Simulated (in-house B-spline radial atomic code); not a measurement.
Inner levels of zinc as electrons are removed. A shift is the extra binding of the orbital against the neutral atom ([Ar] 3d10 4s2). The density at the nucleus is averaged over the nuclear charge. Computed with a B-spline radial code for spherical atoms: Dirac-Hartree-Fock, jj configuration that fills j = l - 1/2 first, finite nuclei.

A number in brackets counts the electrons of a j subshell.

```csv
ion,configuration,shift of 1s1/2 (eV),shift of 3s1/2 (eV),shift of 3p1/2 (eV),radius of 1s1/2 (bohr),radius of 3s1/2 (bohr),radius of 3p1/2 (bohr),Σ<r²> (bohr²),change of density at nucleus (bohr⁻³)
Zn,[Ar] 3d10 4s2,0,0,0,0.050281,0.68047,0.70847,34.387,-
Zn+,[Ar] 3d10 4s1,?,?,?,?,?,?,?,?
Zn2+,[Ar] 3d10,20.741,20.427,20.664,0.05028,0.68165,0.70824,14.733,-14.424
Zn3+,[Ar] 3d3/2(4) 3d5/2(5),?,?,?,?,?,?,?,?
Zn4+,[Ar] 3d3/2(4) 3d5/2(4),?,?,?,?,?,?,?,?
Zn5+,[Ar] 3d3/2(4) 3d5/2(3),96.466,91.752,93.521,0.050284,0.66418,0.67956,9.2999,1.3907
Zn6+,[Ar] 3d3/2(4) 3d5/2(2),127.61,119.6,121.9,0.050285,0.65666,0.6683,8.1415,9.7361
Zn7+,[Ar] 3d3/2(4) 3d5/2(1),161.47,149.14,152,0.050287,0.64868,0.65676,7.1566,19.523
Zn8+,[Ar] 3d3/2(4),197.97,180.25,183.72,0.050289,0.64038,0.64513,6.3049,30.718
Zn9+,[Ar] 3d3/2(3),237.3,212.93,214.3,0.050292,0.63181,0.63449,5.5639,43.486
Zn10+,[Ar] 3d3/2(2),279.17,247.03,246.27,0.050294,0.62315,0.624,4.9078,57.61
Zn11+,[Ar] 3d3/2(1),323.55,282.47,279.59,0.050297,0.61446,0.61371,4.3222,73.077
Zn12+,[Ne] 3s2 3p6,370.4,319.23,314.24,0.050299,0.60581,0.60363,3.7965,89.882
Zn13+,[Ne] 3s2 3p1/2(2) 3p3/2(3),422.12,353.36,350.92,0.050293,0.5987,0.59415,3.2773,111.4
Zn14+,[Ne] 3s2 3p1/2(2) 3p3/2(2),475.72,388.28,388.52,0.050286,0.59177,0.58502,2.7905,133.99
Zn15+,[Ne] 3s2 3p1/2(2) 3p3/2(1),531.19,423.99,427.02,0.050279,0.58501,0.5762,2.3332,157.67
Zn16+,[Ne] 3s2 3p1/2(2),588.53,460.48,466.43,0.05027,0.5784,0.56768,1.9029,182.44
```

Fill in the row of Zn+.

shift of 1s1/2 (eV): 9.4227; shift of 3s1/2 (eV): 9.3321; shift of 3p1/2 (eV): 9.4192; radius of 1s1/2 (bohr): 0.050281; radius of 3s1/2 (bohr): 0.68104; radius of 3p1/2 (bohr): 0.70845; Σ<r²> (bohr²): 22.372; change of density at nucleus (bohr⁻³): -5.0389.

Fill in the row of Zn3+.

shift of 1s1/2 (eV): 42.818; shift of 3s1/2 (eV): 41.868; shift of 3p1/2 (eV): 42.621; radius of 1s1/2 (bohr): 0.050281; radius of 3s1/2 (bohr): 0.67694; radius of 3p1/2 (bohr): 0.70001; Σ<r²> (bohr²): 12.437; change of density at nucleus (bohr⁻³): -10.752.

Fill in the row of Zn4+.

shift of 1s1/2 (eV): 68.146; shift of 3s1/2 (eV): 65.763; shift of 3p1/2 (eV): 67.02; radius of 1s1/2 (bohr): 0.050282; radius of 3s1/2 (bohr): 0.67102; radius of 3p1/2 (bohr): 0.69026; Σ<r²> (bohr²): 10.695; change of density at nucleus (bohr⁻³): -5.4584.
